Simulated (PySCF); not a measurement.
**`F[C@@H]1OCC[C@@H](F)O1`, C$_{4}$H$_{6}$F$_{2}$O$_{2}$**

Cartesian coordinates in Å; atom numbers follow the order of the lines, from 1:
```xyz
14

F     2.117   -0.141    0.658
C     1.478    0.159   -0.544
O     0.770    1.305   -0.391
C    -0.334    1.166    0.504
C    -1.226    0.011    0.057
C    -0.337   -1.220   -0.099
F    -1.018   -2.223   -0.707
O     0.767   -0.940   -0.935
H     2.266    0.329   -1.288
H    -0.856    2.122    0.467
H     0.043    0.994    1.520
H    -2.015   -0.182    0.781
H    -1.668    0.232   -0.916
H     0.013   -1.612    0.871
```

The calculation used GIAO KT3/pcSseg-1 magnetisability, rotational g tensor and spin-rotation constants, non-relativistic, gas phase in PySCF. Geometry: GFN2-xTB.

(1) How diamagnetic is it, and how anisotropic?

(2) Split it along the inertial axes a, b, c into diamagnetic and paramagnetic parts about the centre of mass, with the quadrupole moment.

(3) And the rotational g tensor?

Results:

(1) Isotropic -994 × 10⁻³⁰ J/T², or -59.9 × 10⁻⁶ cm³/mol; principal values -1036, -1010, -938 × 10⁻³⁰ J/T², anisotropy 88 × 10⁻³⁰ J/T² (root of half the summed squared differences of the principal values). The susceptibility is in cgs units.

(2) 
```
axis  χ (10⁻⁶ cm³/mol)  diamagnetic (10⁻⁶ cm³/mol)  paramagnetic (10⁻⁶ cm³/mol)  summed x² of all electrons (Å²)  quadrupole Θ (D Å)
   a             -61.7                      -443.5                        381.8                            126.5               -6.91
   b             -59.5                      -661.0                        601.5                             75.3               +4.57
   c             -58.4                      -856.2                        797.8                             29.3               +2.34
```
Anisotropies 2χaa − χbb − χcc = -5.6 and 2χbb − χaa − χcc = +1.1 × 10⁻⁶ cm³/mol. Θ is traceless in Buckingham's convention.

(3) 
| axis | rotational constant (GHz) | g | nuclear part | electronic part |
| --- | --- | --- | --- | --- |
| a | 3.3273 | -0.0235 | 0.5733 | -0.5968 |
| b | 1.9025 | -0.0214 | 0.5162 | -0.5376 |
| c | 1.4470 | -0.0162 | 0.5262 | -0.5423 |

Asymmetric top; isotopes 12C, 19F, 1H, 16O; no vibrational averaging.
